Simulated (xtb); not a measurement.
C3H9SSi, SMILES C[Si](C)(C)[S] (connectivity only; charge and spin as stated), charge -1, multiplicity 1. All values are semi-empirical tight-binding results from xtb (GFN2-xTB unless named), good for trends rather than for accurate numbers. Geometry: GFN2-xTB. The spin state was assumed, not searched. The isomer is the one that the SMILES or the coordinates give; other isomers of the formula were not compared.

Computed properties:
```yaml
point_group_as_xtb_finds_it: C3v
orbital_gap: 5.63 eV
zero_point_energy: 70.2 kcal/mol
G − E(el) at 298.15 K (modified RRHO): 49.7 kcal/mol
static polarisability (D4 model): 89.6 bohr³
solvation energy, GFN2-xTB/ALPB(water): -46.2 kcal/mol
solvation energy, GFN2-xTB/ALPB(ch2cl2): -47.6 kcal/mol
```
